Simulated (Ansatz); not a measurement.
Input for Ansatz (an electronic-structure program): FCI/def2-SVP on H2Sn (SMILES [SnH2]), a point of a bond scan (R = 4.095 Å). Elements past Kr take the def2 small-core potentials; no spin–orbit coupling. The run froze 9 orbitals, filled d shells among them.

Ansatz 0.2 input:
```yaml
crystal:
  periodic: [false, false, false]
  atoms:
    - {symbol: Sn, position_ang: [0.00658915, -0.00056144, 0.04773306]}
    - {symbol: H, position_ang: [-0.41112123, -2.87625744, -2.83765477]}
    - {symbol: H, position_ang: [-0.15443354, 1.27893623, -1.17986985]}
basis:
  gaussian:
    orbitals: def2-SVP
magnetization: {spin_polarized: false}
correlation: {method: fci, electrons: outside_noble_gas}
```

Program output:

```
WARN ansatz: RAYON_NUM_THREADS=1 ignored (pool sized by the plan → 1); use --threads N
Functional definition: HF
integrals: 0.01 GiB planned
737 factors; integrals over basis functions are off by at most 8.3e-8 eV
mean field: 0.08 GiB planned
mean field evaluation 1: about -5829.1797 eV, gradient 1.4e1 eV
mean field evaluation 2: about -5829.1811 eV, gradient 1.4e1 eV
mean field evaluation 4: about -5831.3112 eV, gradient 2.5e0 eV
mean field evaluation 8: about -5831.3735 eV, gradient 1.5e-1 eV
mean field evaluation 16: about -5812.8467 eV, gradient 1.6e1 eV
mean field evaluation 32: about -5830.6901 eV, gradient 6.6e0 eV
mean field -5831.37385922 eV, -214.2990366790 hartree, gradient 2.3e-6 eV, S^2 0.000000; 3 other end points of the search recorded, 0 dependent functions left out; unrestricted orbitals would lower it
mean field evaluation 64: about -5834.0371 eV, gradient 4.4e-2 eV
unrestricted determinant -5834.03815844 eV, -214.3969478697 hartree, S^2 0.9974
9 core orbitals not correlated
reference -5831.37385922 eV, -214.2990366790 hartree; 3, 3 occupied and 24, 24 virtual orbitals, 737 factors
configuration interaction: 1.37 GiB planned
state -5836.12462630 eV, -214.4736241493 hartree
Total energy: -5836.12462630 eV, -214.4736241493 hartree
```

The run converged.

Cost: around 13 core-seconds (rough).
